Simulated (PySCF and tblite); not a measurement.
Results of a calculation; reference values are marked as such.
C6H6BrF, numbered as in [CH2:1]=[CH:2]/[C:3]([F:4])=[C:5](/[Br:6])[CH:7]=[CH2:8].

Conformers came from 90 starts (ETKDG and KDG, MMFF94s, GFN2-xTB); geometries are GFN2-xTB. Energies: PBE0-D3(BJ)/def2-SVP (IEF-PCM, dimethylsulfoxide), with GFN2-xTB thermal terms (modes under about 100 cm⁻¹ blended into free rotors). Symmetry numbers and mirror images are counted. Conformers within 3 kcal/mol (GFN2-xTB free energy) were kept, 10 at most. GIAO shieldings: WP04/pcSseg-1 (IEF-PCM, dimethylsulfoxide). Shifts are against TMS (¹H), TMS (¹³C) at the same level; of two unlike H on one atom, a is the less shielded. (PySCF 2.14, tblite 0.8.)

**Question.** Predict the averaged NMR shifts at 298.15 K.

**Answer.** ¹H: 6.85 (H7, 1H), 6.73 (H2, 1H), 5.98 (H8a, 1H), 5.97 (H1a, 1H), 5.76 (H1b, 1H), 5.64 (H8b, 1H) ppm. ¹³C: 170.6 (C3), 136.4 (C5), 134.6 (C7), 129.9 (C2), 127.7 (C8), 127.2 (C1) ppm.

**Question.** How do the conformers differ?

**Answer.** Torsions listed: C1–C2–C3–F4, Br6–C5–C7–C8. Of a mirror pair one member is shown.
```
conformer       shape  weight %
        1      0°, 0°      99.0
        2  11°, -141°       0.8
        3  150°, -18°       0.2
```

```json
{"signal": "H1a", "1": "5.97", "2": "5.95", "3": "5.78", "average": "5.97"}
{"signal": "H1b", "1": "5.76", "2": "5.67", "3": "6.05", "average": "5.76"}
{"signal": "H2", "1": "6.73", "2": "6.66", "3": "6.42", "average": "6.73"}
{"signal": "H7", "1": "6.85", "2": "6.29", "3": "6.78", "average": "6.85"}
{"signal": "H8a", "1": "5.99", "2": "5.51", "3": "6.03", "average": "5.98"}
{"signal": "H8b", "1": "5.64", "2": "5.71", "3": "5.67", "average": "5.64"}
{"signal": "C1", "1": "127.2", "2": "126.1", "3": "135.6", "average": "127.2"}
{"signal": "C2", "1": "129.8", "2": "133.0", "3": "133.3", "average": "129.9"}
{"signal": "C3", "1": "170.6", "2": "170.6", "3": "172.3", "average": "170.6"}
{"signal": "C5", "1": "136.4", "2": "135.2", "3": "135.7", "average": "136.4"}
{"signal": "C7", "1": "134.6", "2": "140.5", "3": "138.6", "average": "134.6"}
{"signal": "C8", "1": "127.7", "2": "130.6", "3": "128.4", "average": "127.7"}
```

Spin–orbit effects of the heavy atoms on shieldings are missing. At a carbon that bears Br the missing effect is some 10 ppm, beside I tens of ppm. Shifts are unscaled: against experiment ¹³C can be off by 15 ppm or more and ¹H by 0.8 ppm.
